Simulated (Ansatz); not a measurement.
Isolated molecules relaxed with PBE0-D4/def2-TZVP in Ansatz; ΔE leaves out vibrations. CCSD(T)/CBS is the MP2 limit (def2-TZVPP, def2-QZVPP) plus CCSD(T) − MP2 in def2-TZVPP, frozen cores. This one scheme is used for every species. DFT in def2-TZVPP. B3LYP here is the variant with VWN-RPA as its local correlation; programs differ in this. Each species was taken in one conformer, which may not be the lowest.

Consider the hydrogenolysis of the Si–N bond: `N[SiH](F)[SiH2]F` + H₂ → `F[SiH2][SiH2]F` + NH₃.

```
             level  ΔE (kJ/mol)  difference from CCSD(T)/CBS
         r2SCAN-D4         56.7                          3.9
           PBE0-D4         50.8                         -2.0
           ωB97X-V         52.2                         -0.6
           ωB97M-V         55.4                          2.6
              PBE0         45.9                         -6.9
             B3LYP         45.0                         -7.8
   CCSD/def2-TZVPP         46.9                         -5.9
CCSD(T)/def2-TZVPP         50.3                         -2.5
     HF/def2-QZVPP         36.4                        -16.4
    MP2/def2-QZVPP         58.7                          5.9
       CCSD(T)/CBS         52.8                            0
```

Largest T1 diagnostic among the species: 0.012.

In def2-TZVPP, CCSD(T) changes the Hartree–Fock value by +14.0 kJ/mol (the triples alone add +3.4 kJ/mol) and MP2 by +20.9 kJ/mol. The D4 term adds +9.1 kJ/mol with B3LYP and +4.9 kJ/mol with PBE0; it sums over pairs of atoms, weighted by their polarisabilities, and B3LYP, whose exchange is more repulsive, gets the larger term.
